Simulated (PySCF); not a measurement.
SMILES F[SiH](F)[SiH2][SiH](F)F (H₄F₄Si₃) at its PBE0/def2-SVP optimised geometry (Å):

```
11

Si    -1.0051     1.4712     0.0000
F     -2.5007     1.6881    -0.5758
F      0.0128     2.1945    -1.0343
Si    -0.4180    -0.7953     0.0000
Si     1.9227    -0.7953     0.0000
F      2.5007    -2.1945     0.5687
F      2.3636     0.3632     1.0450
H     -0.9135     2.1679     1.3068
H     -0.9271    -1.4715     1.2316
H     -0.9484    -1.4704    -1.2230
H      2.5823    -0.5222    -1.3006
```

Level of theory: PBE0/def2-TZVP (PySCF). Cells within 0.4 Å of a nucleus heavier than hydrogen are left out (blank, or x).

Map of the log10 of the electron density (e/bohr³), floored at −4 on the plane z = 0.8 Å:

```
|00000000000000000000000000000|
|00000000000000000000000000000|
|00000000000000000000000000000|
|00000000001111000000000000000|
|00000000122222110000000000000|
|00000001234444321000000000000|
|00000122345655432000000000000|
|00001233456776532100000000000|
|00002334567877543111111000000|
|00002344567777543223333210000|
|00002344566776543345555421000|
|00001234456666543456776532000|
|00001223456666544468998642100|
|00000123455666554568xx9753100|
|00000012345666655568998643100|
|00000012345666666667887542100|
|00000012356777666666766532000|
|00000012456777666666666532100|
|00000012456787665566777643100|
|00000002356776655567999753100|
|000000013456655444689x9753100|
|000000012344443334579x9753100|
|00000000122333222346787642100|
|00000000001111111234565431000|
|00000000000000000123333210000|
|00000000000000000001111100000|
|00000000000000000000000000000|
|00000000000000000000000000000|
|00000000000000000000000000000|
```
Scale: ten equal steps from -4.00 (start of '0') to -0.110 (end of '9'), in the order '0123456789'; x runs from -5.00 to 5.00, y from -5.00 (bottom) to 5.00 (top).
